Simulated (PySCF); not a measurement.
# Dipole polarisabilities along the 5p block

Calculated with PySCF 2.14 for the ground configurations, without spin-orbit coupling: coupled response for Hartree-Fock and DFT. Mean α in bohr³, C₆ of like pairs in atomic units.

```json
{"species": "In [Kr] 4d10 5s2 5p1 (aug-cc-pV5Z-PP with ECP28MDF, ECP)", "α UHF": "74.48", "α PBE": "80.25", "α PBE0": "74.96", "α recommended (Schwerdtfeger and Nagle)": "65 ± 4", "C₆ UHF": "802.0", "C₆ PBE": "818.3", "C₆ PBE0": "772.3"}
{"species": "Sn [Kr] 4d10 5s2 5p2 (aug-cc-pV5Z-PP with ECP28MDF, ECP)", "α UHF": "57.16", "α PBE": "62.02", "α PBE0": "58.66", "α recommended (Schwerdtfeger and Nagle)": "53 ± 6", "C₆ UHF": "633.1", "C₆ PBE": "675.5", "C₆ PBE0": "638.5"}
{"species": "Te [Kr] 4d10 5s2 5p4 (aug-cc-pV5Z-PP with ECP28MDF, ECP)", "α UHF": "38.18", "α PBE": "41.50", "α PBE0": "39.64", "α recommended (Schwerdtfeger and Nagle)": "38 ± 4", "C₆ UHF": "416.5", "C₆ PBE": "456.1", "C₆ PBE0": "433.1"}
{"species": "I [Kr] 4d10 5s2 5p5 (aug-cc-pV5Z-PP with ECP28MDF, ECP)", "α UHF": "31.93", "α PBE": "34.63", "α PBE0": "33.22", "α recommended (Schwerdtfeger and Nagle)": "32.9 ± 1.3", "C₆ UHF": "343.7", "C₆ PBE": "377.1", "C₆ PBE0": "359.3"}
{"species": "Xe [Xe] (aug-cc-pV5Z-PP with ECP28MDF, ECP)", "α UHF": "26.76", "α PBE": "29.00", "α PBE0": "27.88", "α recommended (Schwerdtfeger and Nagle)": "27.32 ± 0.2", "C₆ UHF": "281.0", "C₆ PBE": "308.4", "C₆ PBE0": "294.5"}
```

Hartree-Fock lacks correlation. PBE lies above the recommended values here, as self-interaction makes its density too diffuse. All values carry a basis error, and heavy open shells lack spin-orbit coupling.
